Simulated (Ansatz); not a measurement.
Basis sets compared for In9P8⁺. Charge 1, multiplicity 1. Geometry PBE-D4/def2-SVP. Ansatz on 2 threads of AMD EPYC 7R13 on a shared host and a share (18 GiB) of an NVIDIA H100 80GB HBM3; times are rough, and most runs start from earlier orbitals.

```xyz
17

In    0.9512   -3.4680   -0.9665
In    0.8316    3.9959   -1.8405
In    1.0831    2.6009    4.2175
In    3.5894    2.3425   -0.1131
In   -0.0835   -2.7219    2.6931
In   -3.1726   -3.6603   -1.7659
In    1.4719   -0.8144    0.3952
In   -0.9995    0.9001    2.2605
In   -2.9422    0.6275   -1.5871
P     0.8930    1.0480   -1.4812
P     2.1145    1.1834    1.9851
P     0.9040    2.9470    1.1982
P    -0.8926   -1.8024   -2.1838
P    -0.4221    0.1353   -3.0426
P    -1.3029   -1.6427    0.0207
P    -1.3868   -3.7909    0.4526
P    -0.6364    2.1202   -0.2421
```

In the def2 sets In takes a core potential; there is no spin–orbit coupling. Single mean-field runs in def2-TZVP are fitted with def2-universal-jkfit. The restricted singlet is unstable towards broken spin symmetry in Hartree–Fock (as tested in another run); at PBE-D4/def2-TZVP, PBE0-D4/def2-SVP, PBE0-D4/def2-TZVP this wasn't settled. Another isomer (singlet) lies 0.37 eV lower at PBE0-D4/def2-TZVP; other spin states weren't run for this one.

| level | functions | energy (Eh) | HOMO (eV) | LUMO (eV) | wall time |
| --- | --- | --- | --- | --- | --- |
| PBE-D4/def2-SVP | 378 | -4440.4362 | -7.36 | -6.26 | 7.5 s |
| PBE0-D4/def2-SVP | 378 | -4440.5900 | -7.99 | -5.82 | 9.5 s |

(1) Estimate the rows for PBE-D4/def2-TZVP (with forces), PBE0-D4/def2-TZVP.

## Answers

(1) 
```tsv
level	functions	energy (Eh)	HOMO (eV)	LUMO (eV)	wall time
PBE-D4/def2-TZVP (with forces)	746	-4441.4227	-7.32	-6.24	9 s
PBE0-D4/def2-TZVP	746	-4441.5600	-7.94	-5.78	7.5 s
```
